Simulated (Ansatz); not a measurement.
CH₃ClSiTe (`Cl[SiH]1C[Te]1`). The species carries charge 0 and has multiplicity 1. Te takes the def2 core potential.

```csv
atom,x (Å),y (Å),z (Å)
Cl1,0.7915,0.1422,2.4017
Si2,0.6878,0.3677,0.3763
C3,-0.8286,-0.2120,-0.4679
Te4,0.8691,-1.5279,-1.1083
H5,1.2859,1.6645,0.0090
H6,-1.5648,-0.7778,0.0933
H7,-1.2410,0.3432,-1.3041
```

Q: What are the harmonic wavenumbers in cm⁻¹ at PBE0-D4/def2-TZVP (Ansatz, finite differences of forces, unscaled)? (An estimate is asked.)

A: The calculation gave: 126, 199, 355, 421, 545, 597, 724, 761, 802, 865, 934, 1390, 2276, 3141, 3233.

Q: Is this a minimum?

A: Yes, all 15 modes are real.

Q: Give the ideal-gas thermochemistry at 298.15 K and 1 bar (rigid rotor, harmonic oscillator; point group C1, symmetry number 1).

A: Zero-point energy 97.9 kJ/mol; H(298) − E = 114.7 kJ/mol; entropy 332.4 J/(mol·K), of which translation 175.3, rotation 118.4, vibration 38.6; G(298) − E = 15.7 kJ/mol.

Q: And at 400, 500, 600, 800 and 1000 K?

A: 
| T (K) | H − E (kJ/mol) | S (J/mol/K) | G − E (kJ/mol) |
| --- | --- | --- | --- |
| 400 | 124.1 | 359.2 | -19.6 |
| 500 | 134.4 | 382.2 | -56.7 |
| 600 | 145.6 | 402.5 | -95.9 |
| 800 | 169.6 | 437.1 | -180.0 |
| 1000 | 195.4 | 465.8 | -270.4 |
